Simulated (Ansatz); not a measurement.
Ansatz results at the PBE0-D4/def2-TZVP geometry: HOMO energy (ωB97M-V/def2-TZVPP) -9.50 eV; ideal-gas entropy at 298 K and 1 bar (rigid rotor, harmonic PBE0-D4/def2-TZVP) 325 J/(mol·K); HOMO energy (B3LYP/def2-TZVPP) -7.06 eV.

Each molecule was computed in one conformer, which needn't be the lowest.

(1) Which molecule gave them?
A. `N#C[S][GeH3]`
B. `[SiH3]OP`
C. `[OH][SnH]1[NH][AlH]1`
D. `[SiH3]C[SiH2]C=S`

Results:

(1) B. The others give `[OH][SnH]1[NH][AlH]1`: -8.54, 344, -6.43; `[SiH3]C[SiH2]C=S`: -8.67, 386, -6.26; `N#C[S][GeH3]`: -10.00, 331, -7.64.

B3LYP here is the variant with VWN-RPA as its local correlation; programs differ in this.
